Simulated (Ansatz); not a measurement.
diethyl sulfide (C4H10S), singlet, at a GFN2-xTB geometry; HF/STO-3G (Ansatz, a program for electronic structure).

Ansatz was given this input:
Ansatz 0.2 input:
```yaml
crystal:
  periodic: [false, false, false]
  atoms:
    - {symbol: C, position_ang: [2.56067389, -0.00775777, -0.23838779]}
    - {symbol: C, position_ang: [1.10635410, 0.24956373, -0.58126604]}
    - {symbol: S, position_ang: [0.03804887, -0.22478062, 0.82901552]}
    - {symbol: C, position_ang: [-1.55389328, 0.47558897, 0.27674279]}
    - {symbol: C, position_ang: [-2.19296169, -0.31591990, -0.84877641]}
    - {symbol: H, position_ang: [2.85020935, 0.56766127, 0.63758031]}
    - {symbol: H, position_ang: [3.19655208, 0.27799774, -1.07400280]}
    - {symbol: H, position_ang: [2.71677553, -1.06199573, -0.02277990]}
    - {symbol: H, position_ang: [0.93035272, 1.30838251, -0.77718921]}
    - {symbol: H, position_ang: [0.80309992, -0.33853633, -1.44801159]}
    - {symbol: H, position_ang: [-1.37511004, 1.51243661, -0.01120054]}
    - {symbol: H, position_ang: [-2.18265605, 0.45799818, 1.16637994]}
    - {symbol: H, position_ang: [-2.31489538, -1.35557764, -0.55418283]}
    - {symbol: H, position_ang: [-1.58215306, -0.27895306, -1.74808380]}
    - {symbol: H, position_ang: [-3.17199533, 0.09822634, -1.08263340]}
basis:
  gaussian:
    orbitals: STO-3G
hamiltonian:
  xc: hf
accuracy: high
```

Predict the main parts of the log of this Ansatz run.


```
Functional definition: HF
829 factors; integrals over basis functions are off by at most 8.7e-9 eV
mean field evaluation 1: about -14927.3002 eV, gradient 1.9e1 eV
mean field evaluation 2: about -14927.6034 eV, gradient 1.9e1 eV
mean field evaluation 4: about -14929.1806 eV, gradient 1.3e0 eV
mean field evaluation 8: about -14929.1869 eV, gradient 2.0e-6 eV
mean field -14929.18685620 eV, -548.6374975991 hartree, gradient 9.1e-8 eV, S^2 0.000000; 0 other end points of the search recorded, 0 dependent functions left out
reference -14929.18685620 eV, -548.6374975991 hartree; 25, 25 occupied and 14, 14 virtual orbitals, 829 factors
Total energy: -14929.18685620 eV, -548.6374975991 hartree
```
